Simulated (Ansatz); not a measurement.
Total energies of C₂H₈O₂Si, SMILES `COC[SiH2]O`.

Cartesian coordinates in Å:
```
C -0.863 1.438 -0.608
O -0.765 0.092 -0.993
C 0.540 -0.442 -0.801
Si 0.808 -0.906 1.020
O -0.626 -1.516 1.552
H -0.630 1.584 0.456
H -0.184 2.069 -1.197
H -1.890 1.755 -0.790
H 0.586 -1.354 -1.405
H 1.306 0.241 -1.196
H 1.213 0.268 1.843
H 1.869 -1.940 1.139
H -1.365 -1.290 0.979
```

The species carries charge 0 and has multiplicity 1. The structure was optimised at the PBE0-D4/def2-TZVP level. It is one conformer, not always the lowest. Basis def2-TZVPP, Ansatz 0.2.0.

RPA on PBE orbitals: Hartree–Fock energy of these orbitals -519.12138 Eh, correlation -1.56594 Eh (frozen core).

```csv
functional,energy without D4 (Eh),D4 term (kJ/mol)
LDA (SPW92),-518.08735,–
PBE,-520.66645,-24.5
revPBE,-520.95326,-78.7
BLYP,-521.01583,-54.1
r2SCAN,-520.94298,-6.2
B97M-V,-520.97445,–
PBE0,-520.71048,-20.6
B3LYP,-521.12426,-39.1
r2SCANh,-520.92933,-6.6
r2SCAN0,-520.91010,-7.2
HSE06 (plane-wave form),-520.69202,-19.1
BHLYP,-520.97024,-28.3
CAM-B3LYP,-521.00973,-20.7
LC-ωPBE,-520.87122,–
ωB97X-V,-520.97694,–
ωB97M-V,-520.97801,–
B2PLYP,-520.80003,–
PBE-QIDH,-520.59748,–
```

B3LYP takes the VWN-RPA correlation (the form of Gaussian; ORCA's B3LYP/G). HSE06 is the plane-wave form, built on full-range PBE exchange. The double hybrids freeze the cores in their second-order part.

LC-ωPBE has ω = 0.4 bohr⁻¹.
